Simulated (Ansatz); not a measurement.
Species: sum formula BNH₃, charge 1, multiplicity 1. 
Coordinates optimised at B3LYP-D3(BJ)/def2-TZVP (Ansatz, a program for electronic structure):
```xyz
5

B      0.7782    -0.0947    -0.0152
N     -0.5234     0.0637     0.0102
H      1.9379    -0.2359    -0.0377
H     -0.9781     0.9707     0.1288
H     -1.1866    -0.7071    -0.0866
```
Charge +1, spin multiplicity 1.

Basis-set convergence of Hartree-Fock and MP2 correlation energies (hartree) with Ansatz. Correlated levels leave the core frozen unless marked. No spin-orbit coupling. No relativistic terms.

```tsv
basis	functions	E(HF)	E(corr, MP2)
def2-SVP	43	-80.55613	-0.23120
def2-TZVPP	104	-80.65043	-0.28175
def2-QZVPP	204	-80.65430	-0.30164
```

Extrapolating the two largest sets (X = 3 and 4) as X^-3: E(corr) = (64·(-0.30164) - 27·(-0.28175))/37 = -0.3162 Eh, an estimate of the basis-set limit. The largest set recovers 95.4 % of it, the smallest 73.1 %.
